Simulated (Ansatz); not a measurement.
```yaml
crystal:
  periodic: [false, false, false]
  atoms:
    - {symbol: Ge, position_ang: [-1.094620, -0.087337, 1.103454]}
    - {symbol: H, position_ang: [-1.139689, -1.150183, 2.237121]}
    - {symbol: H, position_ang: [-2.304019, 0.881569, 1.227983]}
    - {symbol: Se, position_ang: [0.989047, 1.089218, 1.067352]}
    - {symbol: Ge, position_ang: [1.094903, 0.086849, -1.103210]}
    - {symbol: H, position_ang: [1.129634, 1.154754, -2.232505]}
    - {symbol: H, position_ang: [2.308154, -0.875866, -1.237663]}
    - {symbol: Se, position_ang: [-0.983400, -1.099004, -1.062521]}
basis:
  gaussian: {orbitals: x2c-TZVPPall}
total_charge: 1
magnetization: {spin_polarized: false, initial_magnetization: 1}
hamiltonian: {xc: {name: RPBE}, dispersion: d4}
scf: {omitted_lower_state_checks: [starts]}
output: {forces: true}
```

```sh
$ ansatz run in.yaml --threads 4 --pin off --events-out ev --progress --plain --max-ram 8704MiB
```

Shortened log:

```
Functional definition: RPBE
1754 factors; their error is unknown
mean field evaluation 1: about -246513.2013 eV, gradient 3.4e1 eV
mean field evaluation 2: about -246512.5459 eV, gradient 3.7e1 eV
mean field evaluation 4: about -246515.3885 eV, gradient 4.4e0 eV
mean field evaluation 8: about -246515.1606 eV, gradient 7.0e0 eV
mean field evaluation 16: about -246515.4173 eV, gradient 9.1e-3 eV
mean field -246515.38162677 eV, -9059.2731806567 hartree, gradient 1.5e-5 eV, S^2 0.750000; 0 other end points of the search recorded, 0 dependent functions left out
reference -246515.38167055 eV, -9059.2731822655 hartree; 68, 67 occupied and 180, 181 virtual orbitals, 1754 factors
Total energy: -246516.16640532 eV, -9059.3020207364 hartree
Relativity: scalar
Atom 0 at    -1.094620    -0.087337     1.103454 Å, force    -0.429234    -0.036420     0.434799 eV/Å
Atom 1 at    -1.139689    -1.150183     2.237121 Å, force     0.141253     0.055962    -0.188270 eV/Å
Atom 2 at    -2.304019     0.881569     1.227983 Å, force     0.190879    -0.029808    -0.146112 eV/Å
Atom 3 at     0.989047     1.089218     1.067352 Å, force     0.213807     0.241142     0.231167 eV/Å
Atom 4 at     1.094903     0.086849    -1.103210 Å, force     0.431693     0.032156    -0.432696 eV/Å
Atom 5 at     1.129634     1.154754    -2.232505 Å, force    -0.141246    -0.056253     0.188566 eV/Å
Atom 6 at     2.308154    -0.875866    -1.237663 Å, force    -0.190563     0.029539     0.146092 eV/Å
Atom 7 at    -0.983400    -1.099004    -1.062521 Å, force    -0.216589    -0.236320    -0.233546 eV/Å
Dipole moment:    -0.000747     0.001295    -0.000639 e Å
Checks for a lower state left out: starts
```

Hardware: 4 threads of Intel Xeon 6975P-C on a shared host. Wall time 6 s.

DK, ANO-RCC and x2c sets are all-electron and run with scalar relativity unless a key says otherwise.

With spin_polarized false and unpaired electrons the run is restricted open-shell.

The dipole of an ion depends on the origin.
